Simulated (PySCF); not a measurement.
r2SCAN on Tb (terbium, neutral)

Configuration: [Xe] 4f9 6s1 6p1, one real determinant (an excited configuration). Computed with PySCF 2.14 in x2c-TZVPPall (11s7p7d4f2g, 113 functions), with scalar relativity by spin-free X2C-1e.

```
Total energy                                                  : -11708.46 hartree
One-electron energy                                           : -16022.62 hartree
Hartree (Coulomb) energy                                      : 4574.19 hartree
Exchange-correlation energy                                   : -260.03 hartree
⟨S²⟩                                                          : 15.7554
⟨L²⟩                                                          : 26.037
Sum of ⟨r⟩                                                    : 45.07 bohr
Sum of ⟨r²⟩                                                   : 90.58 bohr²
Traceless quadrupole moment −½Σ⟨3z² − r²⟩ along its main axis : -14.0 e·bohr²
Langevin diamagnetic susceptibility                           : -71.7 ×10⁻⁶ cm³/mol
Time after the integrals                                      : of the order of 10 core-seconds
```

```tsv
shell	electrons	mean orbital energy (hartree)	spread (hartree)	rms radius, mean of both spins (bohr)
1s α	1	-1903.37809	0	0.0245
1s β	1	-1903.37675	0	0.0245
2s α	1	-316.33022	0	0.0990
2s β	1	-316.32970	0	0.0990
2p α	3	-281.51632	0.00843	0.0890
2p β	3	-281.51508	0.00824	0.0890
3s α	1	-70.51683	0	0.255
3s β	1	-70.42853	0	0.255
3p α	3	-59.67849	0.04949	0.256
3p β	3	-59.59043	0.03273	0.256
3d α	5	-45.27695	0.04690	0.235
3d β	5	-45.20832	0.03171	0.235
4s α	1	-14.20255	0	0.576
4s β	1	-13.99071	0	0.576
4p α	3	-10.60488	0.08054	0.612
4p β	3	-10.39319	0.04684	0.612
4d α	5	-5.58297	0.08991	0.673
4d β	5	-5.37241	0.05023	0.673
5s α	1	-1.86027	0	1.42
5s β	1	-1.75706	0	1.42
5p α	3	-1.00359	0.03153	1.68
5p β	3	-0.93056	0.01835	1.68
4f α	7	-0.19471	0.09024	1.02
6s α	1	-0.17410	0	4.36
6p α	1	-0.07905	0	5.71
4f β	2	-0.06745	0.01122	1.02
```

⟨L²⟩ = 26.04 against 42 for a pure I term, so this real determinant mixes terms. Spin-orbit coupling, absent here, splits the open shell strongly.

Densities and radii are taken from the X2C orbitals without a picture-change correction, which distorts them close to the nucleus.
